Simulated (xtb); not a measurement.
BeClBr, SMILES [Br][Be][Cl]. All values are semi-empirical tight-binding results from xtb (GFN2-xTB unless named), good for trends rather than for accurate numbers. Geometry optimised at GFN2-xTB.

Optimised geometry:

```xyz
3

Be     0.0000     0.0000    -0.6823
Cl     0.0000     0.0000    -2.4392
Br     0.0000     0.0000     1.2627
```

For metal compounds this method's bond lengths and energies can be far off.

The point group as xtb finds it is C∞v and the orbital gap comes out as 6.31 eV. The zero-point energy comes out as 2.5 kcal/mol and the G − E(el) at 298.15 K (modified RRHO) is -13.7 kcal/mol.

Q: Give the atomic charges and the Wiberg bond orders between heavy atoms. (Estimate from the structure and the level; the computed values follow.)

A: charges (e) Be1 0.64, Cl2 -0.36, Br3 -0.27. Bond orders Be1–Cl2 1.07, Be1–Br3 1.16.
